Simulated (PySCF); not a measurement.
Calculation: PBE-D3(BJ)/def2-TZVP // PBE0-D3(BJ)/def2-TZVP in PySCF. Isolated molecules, 0 K electronic values unless said otherwise. 

Reference species (SMILES): `Br[B]Br` (neutral, multiplicity 2).

```
Property        Value
-------------  ------
dipole moment  0.55 D
```

Changed species: `[SiH3][B][SiH3]` (radical fragment; the reference has radical fragment).

Q: Predict the effect on the dipole moment.

A: the dipole moment falls by 0.41 D, to 0.14 D.
